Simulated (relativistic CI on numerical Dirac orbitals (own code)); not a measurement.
**Level scheme of Pm27+**

These numbers are calculated, not measured: Dirac-Coulomb-Breit CI, KLI orbitals optimised for each configuration, a model potential for QED, unscaled Slater integrals (own radial code, finite nucleus).

Configuration list (outside the closed core [Ar] 3d10): 4s²4p⁴, 4s4p⁵, 4s²4p³4d, 4p⁶, 4s4p⁴4d, 4s²4p³4f, 4s4p⁴4f, 4p⁵4d, 4s4p³4d², 4s²4p²4d4f, 4p⁵4f, 4s²4p³5s, 4p⁴4d4f, 4p⁵5s, 4s²4p³5p, 4s4p³4f², 4s4p³4d5s, 4s4p⁴5s, 4s²4p²4f5s, 4s²4p³5d, 4s4p⁴5p, 4s²4p³5f, 4s²4p³5g, 4s4p⁴5d, 4s²4p³6s, 4p⁴4f5s, 4s4p⁴5f, 4s²4p²4d², 4s²4p4d³, 4s4p²4d³, 4s²4p4d²4f, 4s4p²4d²4f, 4s²4p4d²5s, 4p⁴4d², 4p³4d³, 4p³4d²4f, 4p³4d²5s, 4s²4p²4d5s, 4s4p²4d²5s, 4s²4p4d4f5s, 4s4p²4d4f5s, 4s²4p4d5s², 4p⁴4d5s, 4p³4d4f5s, 4p³4d5s², 4s²4p²5s², 4s4p²4d5s², 4s²4p4f5s², 4s4p²4f5s². Double excitations out of closed p, d and f shells are left out; levels of such configurations are missing from the list, as are those of other unlisted configurations, and high levels can miss mixing partners. These lack a partner that the ground configuration has and come out too high: 4s²4p³5p, 4s²4p³5d, 4s4p⁴5p, 4s²4p³5f, 4s²4p³5g.

The lowest level is 4s²4p⁴ ³P2, with 72 % of that term; Hund's rules for 4s²4p⁴ give ³P with J = 2, in agreement.

```tsv
No.	Configuration	Term	J	E (cm⁻¹)	%	Lifetime (s)
1	4s²4p⁴	³P	2	0	72	
2	4s²4p⁴	¹S	0	53308	56	2.57e-01
3	4s²4p⁴	³P	1	248573	98	3.23e-06
4	4s²4p⁴	¹D	2	277331	72	5.79e-06
5	4s²4p⁴	³P	0	549805	56	1.18e-06
6	4s4p⁵	³P°	2	773989	81	4.07e-11
7	4s4p⁵	³P°	1	821737	32	3.24e-11
8	4p³(2D°)4d	³F°	2	865483	33	1.69e-10
9	4p³(2P°)4d	³P°	0	876030	47	1.23e-08
10	4p³(2P°)4d	³F°	3	879309	27	1.38e-09
11	4p³(4S°)4d	⁵D°	1	917094	36	1.08e-11
12	4p³(2P°)4d	³F°	4	924309	41	3.39e-04
13	4p³(2D°)4d	³D°	2	961429	33	1.13e-11
14	4p³(2D°)4d	³G°	3	997644	23	8.70e-12
15	4s4p⁵	³P°	0	1021197	72	3.66e-11
16	4p³(4S°)4d	³D°	1	1030515	58	1.01e-11
17	4s4p⁵	¹P°	1	1060749	22	4.31e-11
18	4p³(2D°)4d	³F°	2	1088531	45	1.90e-10
19	4p³(2D°)4d	¹S°	0	1099221	49	7.39e-11
20	4p³(2D°)4d	³F°	3	1107443	48	1.96e-10
21	4p³(2D°)4d	³D°	1	1109196	62	1.58e-11
22	4p³(2D°)4d	³G°	4	1136336	62	1.61e-05
23	4p³(2D°)4d	³D°	3	1139755	61	1.87e-10
24	4p³(4S°)4d	⁵D°	4	1149278	37	5.03e-06
25	4p³(2P°)4d	³F°	2	1169637	54	3.06e-11
26	4p³(2D°)4d	³F°	4	1179580	60	2.21e-05
27	4p³(2D°)4d	³G°	5	1190364	98	1.99e-05
28	4p³(2D°)4d	³S°	1	1212896	28	2.53e-12
29	4p³(2D°)4d	³P°	2	1232455	45	1.80e-12
30	4p³(2D°)4d	³P°	0	1235950	45	7.75e-12
```

Energies count from the lowest computed level; ° marks odd parity; lifetimes are radiative, by E1, M1, E2, M2, E3 decay to levels of this space only. Percentages are summed over parent terms; the parents shown are those of the largest component, closed shells are left out there.

The mean weight of the leading LS term, summed over parents, in these 30 levels is 52 %, and that of the leading jj configuration (from the same eigenvectors) 78 %, so jj coupling describes them better and the LS labels are nominal.

At this charge energies of transitions that change n are usually good to better than 1 %, and those within a shell (Δn = 0) to a few per cent.

LS names give the leading component of a level, which can be under half, so a name can repeat, a term be missing and a line seem to break the LS rules.
